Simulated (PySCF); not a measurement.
Te(F)(SiH3) (FH3SiTe), SMILES F[Te][SiH3].

Geometry optimised at B3LYP-D3(BJ)/def2-SVP. The def2 effective core potentials stand for the cores of Te; spin–orbit coupling is left out.

Level of theory: TDA-M06-2X/def2-SVPD run with PySCF 2.14.0.

Vertical excitations. The molecule is in vacuum. State labels are in the subgroup Cs.

Computed UV-visible absorptions:
| state | symmetry | energy (eV) | λ (nm) | f | main pairs |
|---|---|---|---|---|---|
| S1 | A" | 2.44 | 509 | 0.001 | HOMO→LUMO 97 % |
| S2 | A' | 4.53 | 274 | 0.008 | HOMO−1→LUMO 95 % |
| S3 | A" | 4.73 | 262 | 0.007 | HOMO→LUMO+1 93 % |
| S4 | A" | 6.04 | 205 | 0.078 | HOMO→LUMO+2 96 % |
| S5 | A' | 6.48 | 191 | 0.007 | HOMO→LUMO+6 72 %, HOMO−1→LUMO+1 23 % |
| S6 | A" | 6.55 | 189 | 0.000 | HOMO→LUMO+3 43 %, HOMO→LUMO+7 26 %, HOMO→LUMO+5 22 % |
| S7 | A" | 6.69 | 185 | 0.029 | HOMO→LUMO+3 50 %, HOMO→LUMO+7 27 %, HOMO→LUMO+5 19 % |
| S8 | A' | 6.82 | 182 | 0.105 | HOMO→LUMO+4 94 % |
| S9 | A" | 6.98 | 178 | 0.000 | HOMO→LUMO+5 55 %, HOMO→LUMO+7 38 % |
| S10 | A' | 7.26 | 171 | 0.148 | HOMO−3→LUMO 36 %, HOMO−1→LUMO+1 31 %, HOMO−6→LUMO 14 %, HOMO→LUMO+6 7 % |
| T1 | A" | 1.66 | 746 | 0 | HOMO→LUMO 95 % |
| T2 | A' | 3.71 | 334 | 0 | HOMO−1→LUMO 95 % |
| T3 | A" | 4.25 | 292 | 0 | HOMO→LUMO+1 89 % |
| T4 | A' | 5.77 | 215 | 0 | HOMO−1→LUMO+1 78 % |
Triplets are in the Tamm–Dancoff approximation.
